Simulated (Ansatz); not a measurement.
`C=CCC=C` + `BN[SiH2][SiH3]` → `BN(C=C)[SiH2][SiH3]` + `C=CC`  (substitution at a C–C bond)

Isolated molecules relaxed with PBE0-D4/def2-TZVP in Ansatz; ΔE leaves out vibrations. CBS: MP2 limit from def2 TZ/QZ plus the TZ coupled-cluster correction, frozen cores. DFT in def2-TZVPP. B3LYP here is the variant with VWN-RPA as its local correlation; programs differ in this. HSE06 is defined as in plane-wave codes. One conformer a species, not always the lowest.

```csv
level,ΔE (kJ/mol),difference from CCSD(T)/CBS
revPBE-D4,-0.6,-10.7
BLYP-D4,1.5,-8.6
B97M-V,7.2,-2.9
B3LYP-D4,4.2,-5.9
HSE06-D4,4.5,-5.6
PBE0,9.8,-0.3
r2SCAN0,8.1,-2.0
MP2/def2-SVP,7.4,-2.7
MP2/def2-TZVPP,8.3,-1.8
MP2/def2-QZVPP,8.5,-1.6
CCSD(T)/CBS,10.1,0
```

Largest T1 diagnostic among the species: 0.014.

Leaving LDA and LC-ωPBE aside and taking each functional with its dispersion term where it has one, the values, not all of them listed here, spread over 12.5 kJ/mol, from revPBE-D4 to B2PLYP. LDA lies −12.6 kJ/mol from PBE without D4. The D4 term adds −9.9 kJ/mol with B3LYP and −5.5 kJ/mol with PBE0; it sums over pairs of atoms, weighted by their polarisabilities, and B3LYP, whose exchange is more repulsive, gets the larger term.
